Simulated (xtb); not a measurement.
CdGeH₃I, SMILES [GeH3][Cd][I]. All values are semi-empirical tight-binding results from xtb (GFN2-xTB unless named), good for trends rather than for accurate numbers. The structure is a stationary point at GFN2-xTB. The structure was generated by enumeration; whether it is a known compound was not checked.

For metal compounds this method's bond lengths and energies can be far off.

Computed properties:
```json
{
  "point_group_as_xtb_finds_it": "Cs",
  "orbital_gap": "4.29 eV",
  "zero_point_energy": "13.6 kcal/mol",
  "G − E(el) at 298.15 K (modified RRHO)": "-8.2 kcal/mol"
}
```
